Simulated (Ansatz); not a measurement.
Consider the substitution at a C–In bond: `C=[CH][In]([Cl])[Cl]` + H–F → `C=CF` + `[Cl][InH][Cl]`.

Calculated with Ansatz (gas phase, PBE0-D4/def2-TZVP geometries, no zero-point term in ΔE). CBS: MP2 limit from def2 TZ/QZ plus the TZ coupled-cluster correction, frozen cores. This one scheme is used for every species. Functionals use def2-TZVPP. Elements past krypton have def2 core potentials. For In outer-core shells are correlated without core-valence functions, which leaves a few kJ/mol of doubt a bond. Each species was taken in one conformer, which may not be the lowest.

`C=[CH][In]([Cl])[Cl]`:

Cartesian coordinates in Å:
```
C -1.374 0.707 -0.092
C -0.054 0.847 -0.055
In 1.190 -0.846 0.095
Cl 0.231 -2.961 0.193
Cl 3.504 -0.886 0.179
H -2.033 1.568 -0.169
H -1.861 -0.263 -0.048
H 0.396 1.835 -0.102
```

H–F:

```xyz
2

F     0.343   -0.044   -0.303
H    -0.343    0.044    0.303
```

`C=CF`:

```xyz
6

C     0.575    0.212    0.340
C    -0.514   -0.235   -0.248
F    -0.978    0.290   -1.386
H     1.148    1.031   -0.075
H     0.906   -0.250    1.260
H    -1.137   -1.048    0.108
```

`[Cl][InH][Cl]`:

```xyz
4

Cl    2.060    0.526    0.545
In   -0.036   -0.124   -0.184
Cl   -1.711    0.655    1.208
H    -0.312   -1.057   -1.569
```

```tsv
level	ΔE (kJ/mol)
BHLYP-D4	52.2
CAM-B3LYP-D4	44.2
PBE0	47.9
CCSD/def2-SVP	44.7
```

Problem. What does CCSD(T)/CBS give? (Estimate.)

Solution. Computed: +72.7 kJ/mol. The listed levels differ from it by -20.5, -28.5, -24.8, -28.0 kJ/mol.

Largest T1 diagnostic among the species: 0.013.

From r2SCAN to r2SCAN0 (25 % exact exchange), in def2-TZVPP and without D4, ΔE moves by +3.8 kJ/mol. At CCSD(T), def2-SVP lies −26.6 kJ/mol from the extrapolated value and def2-TZVPP −4.7 kJ/mol.
